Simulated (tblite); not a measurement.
C4F4NO (doublet state).
Atom-mapped SMILES: `[N:1]#[C:2]/[C:3]([F:4])=[C:5]\[O:6][C:7]([F:8])([F:9])[F:10]`

The geometry is computed with GFN2-xTB (gas phase). This method treats the open shell by occupation alone, without spin polarisation.

(1) Give the optimised bond lengths and angles.

## Answers

(1) 
```csv
bond,length (bohr),order
N1≡C2,2.161,triple
C2–C3,2.695,single
C3–F4,2.534,single
C3=C5,2.494,double
C5–O6,2.491,single
O6–C7,2.569,single
"C7–F8, C7–F9",2.515,single
C7–F10,2.491,single
```

Bonds in one row agree within 0.02 bohr and their mean is given. Orders are formal, as drawn. A selection of angles:
```csv
angle,degrees
N1–C2–C3,178.7
C2–C3–F4,114.7
C2–C3–C5,123.8
F4–C3–C5,121.2
C3–C5–O6,138.7
C5–O6–C7,121.9
O6–C7–F8,112.8
O6–C7–F9,111.5
O6–C7–F10,108.8
F8–C7–F9,107.2
```

Torsions: C2–C3–C5–O6 -13° (synperiplanar); C3–C5–O6–C7 -30°; C5–O6–C7–F8 -37° (synclinal). The mirror-image conformer, all signs reversed, is as good.

C5 (carbon bonded to C and O) is bent (angle 138.7°). The C–C distances run from 1.320 Å (C3=C5, drawn double) to 1.426 Å (C2–C3, drawn single), a spread of 0.106 Å. The C–F distances run from 1.318 Å (C7–F10, drawn single) to 1.341 Å (C3–F4, drawn single), a spread of 0.023 Å. Of the pairs four or more bonds apart, C2···F9 is among the closest relative to their van der Waals radii: 3.01 Å, 95 % of the sum of Bondi's values. The 2 C–O bonds span 1.318 Å (C5–O6, drawn single) to 1.359 Å (O6–C7, drawn single), a spread of 0.041 Å. C3 (carbon bonded to 2 C and F) is planar (angles 123.8°, 121.2° and 114.7°, sum 359.7°, 0.04 Å off the plane of its three neighbours).

Point group: C1 (no symmetry element, even within 0.4 Å). Its GFN2-xTB frequencies are all real (lowest 38 cm⁻¹). 3 starts were optimised and ended at 0.00, 0.77 and 3.14 kcal/mol (GFN2-xTB); the lowest of these is shown.
